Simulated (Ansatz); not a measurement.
One change: `N[SiH2]N[CH2][AlH2]` becomes `NCN[SiH2]N`.

Ansatz, PBE0-D4/def2-TZVP geometries, multiplicity 1. Each molecule was computed in one conformer, which needn't be the lowest.

| property | `N[SiH2]N[CH2][AlH2]` |
| --- | --- |
| HOMO energy (PBE0/def2-TZVPP) / eV | -6.50 |
| LUMO energy (B3LYP/def2-TZVPP) / eV | -1.62 |
| HOMO energy (ωB97M-V/def2-TZVPP) / eV | -8.81 |
| HOMO–LUMO gap (PBE/def2-TZVPP) / eV | 3.02 |
| HOMO energy (PBE/def2-TZVPP) / eV | -5.20 |
| HOMO–LUMO gap (PBE0/def2-TZVPP) / eV | 5.11 |

What does the change do to each property? (An estimate is asked.)

Ansatz gave: 
| property | `NCN[SiH2]N` | shift |
| --- | --- | --- |
| HOMO energy (PBE0/def2-TZVPP) / eV | -6.62 | -0.12 |
| LUMO energy (B3LYP/def2-TZVPP) / eV | 0.45 | 2.07 |
| HOMO energy (ωB97M-V/def2-TZVPP) / eV | -8.98 | -0.17 |
| HOMO–LUMO gap (PBE/def2-TZVPP) / eV | 5.19 | 2.17 |
| HOMO energy (PBE/def2-TZVPP) / eV | -5.25 | -0.05 |
| HOMO–LUMO gap (PBE0/def2-TZVPP) / eV | 7.38 | 2.27 |

With PBE0 the HOMO falls by 0.12 eV and the LUMO rises by 2.15 eV, so the gap widens by about 2.27 eV. PBE moves the HOMO by -0.05 eV and ωB97M-V by -0.17 eV.

B3LYP here is the variant with VWN-RPA as its local correlation; programs differ in this.
